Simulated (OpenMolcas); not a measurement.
O V: effect of the active space

```json
{
 "Program": "OpenMolcas",
 "Method": "SS-CASPT2 or its RAS form, IPEA 0.25 Eh, imaginary shift 0.1 Eh",
 "Basis": "ANO-RCC-VTZP",
 "Scalar Hamiltonian": "DKH2, point nucleus",
 "Spin-orbit coupling": "state interaction with AMFI integrals over the reference wave functions, term energies averaged over their components"
}
```

A. 2 electrons in 4 orbitals (2s 2p); 2S+1 = 3 even, 3 roots; 2S+1 = 1 even, 7 roots; 2S+1 = 3 odd, 3 roots; 2S+1 = 1 odd, 3 roots; closed shells correlated: 1s; CASPT2 step about 1.6 core-seconds
B. 2 electrons in 8 orbitals (2s 2p 3s 3p); 2S+1 = 3 even, 3 roots; 2S+1 = 1 even, 7 roots; 2S+1 = 3 odd, 3 roots; 2S+1 = 1 odd, 3 roots; closed shells correlated: 1s; CASPT2 step roughly 2.4 core-seconds
C. 2 electrons in 9 orbitals (RAS2 2s 2p; RAS3 3d, at most 2 electrons); 2S+1 = 3 even, 3 roots; 2S+1 = 1 even, 7 roots; 2S+1 = 3 odd, 3 roots; 2S+1 = 1 odd, 3 roots; closed shells correlated: 1s; CASPT2 step of the order of 5 core-seconds

Energies in cm-1 above 2s2 1S0, the measured ground level; measured values from Moore, Selected Tables of Atomic Spectra, NSRDS-NBS 3, section 9.

| Level | A | B | C | Measured |
| --- | --- | --- | --- | --- |
| 2s2 1S0 | 0.0 | 0.0 | 0.0 | 0.0 |
| 2s 2p 3P* 0 | 82041 | 82062 | 81945 | 81942 |
| 2s 2p 3P* 1 | 82189 | 82210 | 82092 | 82079 |
| 2s 2p 3P* 2 | 82485 | 82506 | 82388 | 82385 |
| 2s 2p 1P* 1 | 161813 | 161755 | 160740 | 158798 |
| 2p2 3P0 | 214269 | 214289 | 214199 | 213462 |
| 2p2 3P1 | 214417 | 214437 | 214347 | 213618 |
| 2p2 3P2 | 214706 | 214725 | 214635 | 213887 |
| 2p2 1D2 | 234054 | 234007 | 233292 | 231721 |
| 2p2 1S0 | 291826 | 291572 | 291698 | 287910 |

Deviations, from unrounded energies. A percentage is the sum of absolute deviations over the sum of measured energies, with the sign that they share, or ± where signs differ.

```json
{"Against measurement": "mean absolute deviation (cm-1)", "Levels": "9", "A": "1300", "B": "1300", "C": "1100"}
{"Against measurement": "other configurations (%)", "Levels": "9", "A": "+0.8", "B": "+0.8", "C": "+0.6"}
```

C lies closest to measurement on these levels and A furthest from it. The largest miss of C in the table is 2p2 1S0, by +3800 cm-1. The ranking rests on the paired levels alone, and a cruder setting can come out closer through cancelling errors.

Among A to C the level of the table that moves most is 2s 2p 1P* 1, by 1100 cm-1 (lowest in C, highest in A).

Active for correlation alone: 3p 3s; no level in the range computed is led by a configuration that fills them, so any true level of that kind is missing (holds for B). Active for correlation alone: 3d; no level in the range computed is led by a configuration that fills it, so any true level of that kind is missing (holds for C). Computed and measured levels are paired by configuration, term and J; levels that our copy of the source lacks, or whose pairing is in doubt (as where it misses far off the trend of its configuration), stay unpaired and out of the deviations. Only configurations of the active space appear.

* marks odd parity.
